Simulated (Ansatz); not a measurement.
`FC(F)O[SiH3]`, charge 0, multiplicity 1.

Problem. Give a relaxed structure at PBE0-D4/def2-TZVP (Ansatz). (An estimate is asked.)

Solution. Ansatz gave: 
Cartesian coordinates in Å:
```
F 1.2104 -0.3751 -1.6181
C 0.3220 0.5551 -1.1965
F -0.8976 0.1274 -1.6164
O 0.3550 0.6811 0.1381
Si -0.2650 -0.4104 1.2478
H 0.5492 1.5049 -1.6853
H 0.3571 -0.0104 2.5276
H 0.1070 -1.7967 0.8821
H -1.7382 -0.2760 1.3205
```
This is one stationary point; other conformers may exist.
